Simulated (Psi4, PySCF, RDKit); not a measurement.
Relaxed torsion scan: C11H10S, SMILES Cc1cccc(-c2cccs2)c1. Scanned: dihedral C5–C6–C7–S11; all other coordinates were relaxed at GFN2-xTB. Points at φ and −φ are mirror images. Heavy atoms are numbered in the order of the SMILES Cc1cccc(-c2cccs2)c1, hydrogens after them in the order of the atoms that carry them; the mirror image has the same energies with the sign of each dihedral reversed.

Levels of theory: RKS-B3LYP/6-31G* = restricted B3LYP/6-31G*, spherical d, density fitting // GFN2-xTB (PySCF); UFF // GFN2-xTB (RDKit); MMFF94 // GFN2-xTB (RDKit); PBE-D3(BJ)/def2-SVP // GFN2-xTB (Psi4).

Energies relative to the lowest point of each profile, in kJ/mol; the last columns give the difference from PBE-D3(BJ):

```csv
φ / °,RKS-B3LYP/6-31G*,UFF,MMFF94,PBE-D3(BJ)/def2-SVP,RKS-B3LYP/6-31G* − PBE-D3(BJ)/def2-SVP,UFF − PBE-D3(BJ)/def2-SVP,MMFF94 − PBE-D3(BJ)/def2-SVP
-150,0.1,0.2,2.9,0.3,-0.2,-0.1,2.6
-120,5.4,9.2,0.4,8.3,-2.9,0.9,-7.8
-90,11.8,19.3,2.0,16.2,-4.5,3.1,-14.2
-60,5.3,8.7,0.0,8.3,-3.1,0.3,-8.3
-30,0.0,0.0,2.4,0.4,-0.4,-0.4,2.0
0,1.8,3.1,8.9,0.2,1.7,3.0,8.8
30,0.0,0.0,2.4,0.4,-0.4,-0.4,2.0
60,5.3,8.7,0.0,8.3,-3.1,0.3,-8.3
90,11.8,19.3,2.0,16.2,-4.5,3.1,-14.2
120,5.4,9.2,0.4,8.3,-2.9,0.9,-7.8
150,0.1,0.2,2.9,0.3,-0.2,-0.1,2.6
180,1.8,3.4,9.3,0.0,1.8,3.4,9.3
```

RKS-B3LYP/6-31G* is furthest from PBE-D3(BJ)/def2-SVP at -90 (-4.5 kJ/mol, below); its mean absolute difference over the points is 2.1 kJ/mol.

UFF is furthest from PBE-D3(BJ)/def2-SVP at 180 (3.4 kJ/mol, above); its mean absolute difference over the points is 1.3 kJ/mol.

MMFF94 is furthest from PBE-D3(BJ)/def2-SVP at -90 (-14.2 kJ/mol, below); its mean absolute difference over the points is 7.3 kJ/mol.
